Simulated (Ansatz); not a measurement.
Caution, from a PySCF single point (B3LYP-D3(BJ)/def2-TZVPD) at this geometry: the highest occupied level lies above zero, so the state may not be bound. Caution, from a PySCF single point (B3LYP-D3(BJ)/def2-TZVPD) at this geometry: the restricted solution is unstable towards spin-unrestricted or complex orbitals, so a lower solution exists and this singlet may not be the ground state. This singlet lies 0.07 eV below the relaxed triplet at the level frozen-core CCSD(T)/aug-cc-pVTZ // B3LYP-D3(BJ)/def2-TZVPD (Ansatz, a first-principles code); other levels give the other order.

A geometry relaxed with B3LYP-D3(BJ)/def2-TZVPD (Ansatz), charge -1, multiplicity 1:

```xyz
6

Si    -0.5323     0.0265     0.0140
H     -1.2817     0.0444     1.3170
B      1.2888    -0.9130     0.3050
H     -1.3864    -0.8356    -0.8731
H     -0.7467     1.4288    -0.5392
Cl     2.6583     0.2489    -0.2236
```

Problem. Write the SMILES of this molecule.

Solution. `[SiH3][B-]Cl`
